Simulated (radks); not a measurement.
Values are calculated unless marked as measured or tabulated.
Problem. Neutral scandium, configuration [Ar] 3d1 4s2. Level of theory: Dirac Kohn-Sham, PBE, spin-unpolarised, spherical densities, finite nucleus; open shells are shared between the two j in proportion to 2j + 1; Fermi nuclear charge, rms radius 3.5459 fm (a radial shooting solver on a logarithmic mesh with Libxc functionals). Some entries of the table are withheld. Estimate them.

orbital  occ.  eigenvalue (hartree)  <r> (bohr)  <1/r> (bohr^-1)
1s1/2       2                   (1)     0.07304            20.77
2s1/2       2             -17.42769         (2)            4.307
2p1/2       2             -14.37859      0.3059            4.235
2p3/2       4             -14.20802      0.3085            4.186
3s1/2       2              -2.02235       1.075            1.306
3p1/2       2                   (3)       1.163              (4)
3p3/2       4                   (5)       1.171              (6)
4s1/2       2              -0.15372         (7)           0.3480
3d3/2     0.4                   (8)       1.865           0.7616
3d5/2     0.6                   (9)       1.871           0.7591

Solution. 
(1) 1s1/2 eigenvalue (hartree): -161.5711
(2) 2s1/2 <r> (bohr): 0.3433
(3) 3p1/2 eigenvalue (hartree): -1.24799
(4) 3p1/2 <1/r> (bohr^-1): 1.180
(5) 3p3/2 eigenvalue (hartree): -1.22926
(6) 3p3/2 <1/r> (bohr^-1): 1.170
(7) 4s1/2 <r> (bohr): 3.721
(8) 3d3/2 eigenvalue (hartree): -0.11953
(9) 3d5/2 eigenvalue (hartree): -0.11842
